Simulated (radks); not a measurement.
Question: Coherent X-ray form factor from a spherical all-electron density. Calculated with a radial shooting solver on a logarithmic mesh with Libxc functionals: scalar-relativistic Kohn-Sham, LDA (Slater exchange, Perdew-Wang correlation), spin-polarised, spherical densities, point nucleus.

| sin(theta)/lambda (1/angstrom) | f0 (electrons) |
|---|---|
| 0.05 | 22.761 |
| 0.1 | 22.072 |
| 0.15 | 21.012 |
| 0.2 | 19.692 |
| 0.25 | 18.226 |
| 0.3 | 16.719 |
| 0.4 | 13.882 |
| 0.5 | 11.549 |
| 0.6 | 9.797 |
| 0.8 | 7.666 |
| 1 | 6.544 |
| 1.25 | 5.582 |
| 1.5 | 4.709 |
| 2 | 3.188 |

The species is in the configuration that NIST lists as its ground one. Which atom or ion scatters so?

Answer: The iron ion Fe3+, [Ar] 3d5. Extrapolating in s^2 from the first two rows gives f0(0) = 23.0, near the electron count 23; among species with that count, the fall with angle is slower the higher Z, and the table is that of Z = 26; from so few rows the species is fixed only to a neighbour or two.
